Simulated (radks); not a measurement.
The numbers below are computed, except where a source is named.
Valence configurations of Cu+ (all share [Ar]). Level of theory: scalar-relativistic Kohn-Sham, BLYP, spin-polarised, spherical densities, finite nucleus; open shells are filled with parallel spins first; Fermi nuclear charge, rms radius 3.8823 fm (a radial shooting solver on a logarithmic mesh with Libxc functionals). Energies are relative to 3d10; eigenvalues in eV for spin up.

valence      E (eV)  moment (Bohr magnetons)    e(3d)    e(4p)    e(4s)
3d10          0.000                        0  -13.721        -        -
3d9.5 4s0.5   1.057                        1  -16.382        -  -13.138
3d9 4s1       2.704                        2  -19.325        -  -14.159
3d9.5 4p0.5   3.922                        1  -17.211   -7.895        -
3d8.5 4s1.5   5.630                        2  -22.569        -  -14.900
3d9 4p1       8.827                        2  -20.948   -8.943        -
3d8 4s2       9.458                        2  -26.072        -  -15.629
3d8 4s1 4p1  15.102                        4  -27.592  -10.193  -17.111
3d8 4p2      22.085                        4  -29.088  -10.897        -
3d7 4s2 4p1  27.124                        4  -35.380  -11.150  -18.692

NIST lists [Ar] 3d10 as the ground configuration; this level of theory agrees among the configurations tried. The energies are those of spherical high-spin densities, not of single terms.
